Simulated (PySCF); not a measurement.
[Yb(NH3)3]3+: from a saddle point downhill

PySCF 2.14.0, RKS BP86, Yb lcecp-1-SVP with ECP59, N def2-SVP, H def2-SVP; non-relativistic Hamiltonian with scalar-relativistic core potentials where named; density fitting; no spin-orbit coupling. Relaxed within the symmetry of its start, the geometry (C3h) is

```xyz
13

Yb    0.0000    0.0000    0.0000
N     2.3610    0.0011    0.0000
H     2.8177   -0.4726    0.8168
H     2.8177   -0.4726   -0.8168
H     2.8181    0.9444    0.0000
N    -1.1814    2.0441    0.0000
H    -0.9996    2.6765    0.8168
H    -0.9996    2.6765   -0.8168
H    -2.2270    1.9684    0.0000
N    -1.1795   -2.0452    0.0000
H    -1.8182   -2.2039    0.8168
H    -1.8182   -2.2039   -0.8168
H    -0.5912   -2.9128    0.0000
```

and its lowest harmonic modes are -46, -46, -46, -42, 84, 84 cm⁻¹ (negative: unstable). It was moved along the lowest mode and relaxed again, within the group C3 that the move left.

(1) Where does it end, and how much lower?

(2) How do the contacts change?

(3) Is the end a minimum?

An lcecp potential fixes the number of 4f electrons, so in runs with it no electron can move into or out of that shell.

State: singlet in the valence, with the 4f electrons in the core potential.

Results:

(1) In C3, 0.037 eV lower, after 20 steps:
```xyz
13

Yb    0.0000    0.0000    0.7415
N     2.2348    0.0001    0.0106
H     2.9371   -0.3003    0.7305
H     2.4613   -0.6229   -0.8015
H     2.6103    0.9281   -0.2996
N    -1.1175    1.9353    0.0106
H    -1.2085    2.6938    0.7305
H    -0.6912    2.4430   -0.8015
H    -2.1089    1.7966   -0.2996
N    -1.1173   -1.9354    0.0106
H    -1.7286   -2.3935    0.7305
H    -1.7701   -1.8201   -0.8015
H    -0.5014   -2.7247   -0.2996
```

(2) 
```csv
contact,saddle (Å),end (Å)
Yb1–N2 (NH3),2.361,2.351
Yb1–N6 (NH3),2.361,2.351
Yb1–N10 (NH3),2.361,2.351
```


(3) Yes, as far as the noise of the softest modes lets one tell (those above −25 cm⁻¹ count as noise); lowest modes 13, 13, 24, 60, 87, 87 cm⁻¹.
